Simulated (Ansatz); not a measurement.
A run for Ansatz (a quantum-chemistry and plane-wave program): R-CCSD(T)/aug-cc-pVDZ on FHN2 (a complex), monomers drawn apart or pushed together.

Ansatz 0.2 input:
```yaml
crystal:
  periodic: [false, false, false]
  atoms:
    - {symbol: F, position_ang: [-0.39062034, -0.20737798, -0.65063602]}
    - {symbol: H, position_ang: [-0.28308581, -0.17248773, 0.27056974]}
    - {symbol: N, position_ang: [0.17368741, -0.02707254, 4.17548992]}
    - {symbol: N, position_ang: [0.04703591, -0.06699752, 3.09389817]}
basis:
  gaussian:
    orbitals: aug-cc-pVDZ
magnetization: {spin_polarized: false}
correlation: {method: ccsd_t, electrons: outside_noble_gas}
scf: {lower_state_search: off}
```

Output:

```
WARN ansatz: RAYON_NUM_THREADS=1 ignored (pool sized by the plan → 1); use --threads N
Functional definition: HF
these checks for a lower state are left out or cut short: stability, starts, cluster_reference, orbital_swaps, neighbouring_geometries, increment
integrals: 0.06 GiB planned
754 factors; integrals over basis functions are off by at most 1.1e-3 eV
mean field: 0.13 GiB planned
mean field evaluation 1: about -5685.7811 eV, gradient 2.6e1 eV
mean field evaluation 2: about -5685.7874 eV, gradient 2.6e1 eV
mean field evaluation 4: about -5687.0537 eV, gradient 2.0e0 eV
mean field evaluation 8: about -5687.0651 eV, gradient 5.6e-2 eV
mean field -5687.06513410 eV, -208.9957888468 hartree, gradient 2.5e-6 eV, S^2 0.000000; 0 other end points of the search recorded, 0 dependent functions left out
3 core orbitals not correlated
reference -5687.06513410 eV, -208.9957888468 hartree; 9, 9 occupied and 66, 66 virtual orbitals, 754 factors
second order -14.65698364 eV of doubles, -0.00000000 eV of singles
coupled cluster: 0.19 GiB planned
cycle   1  -14.32986884 eV  change    3.3e-1 eV  update   9.2e-2
cycle   2  -14.74327834 eV  change   -4.1e-1 eV  update   2.6e-2
cycle   3  -14.84025561 eV  change   -9.7e-2 eV  update   1.2e-2
cycle   4  -14.83666844 eV  change    3.6e-3 eV  update   2.9e-3
cycle   5  -14.83937602 eV  change   -2.7e-3 eV  update   1.1e-3
cycle   6  -14.83994483 eV  change   -5.7e-4 eV  update   2.7e-4
cycle   7  -14.83995785 eV  change   -1.3e-5 eV  update   7.9e-5
cycle   8  -14.83998817 eV  change   -3.0e-5 eV  update   2.3e-5
cycle   9  -14.83999787 eV  change   -9.7e-6 eV  update   7.2e-6
perturbative correction -0.47528855 eV, -0.0174665322 hartree
Total energy: -5702.38042052 eV, -209.5586152419 hartree
Checks for a lower state left out: stability, starts, cluster_reference, orbital_swaps, neighbouring_geometries, increment
```

Self-consistency was reached.

Cost: around 2.6 core-seconds (rough).
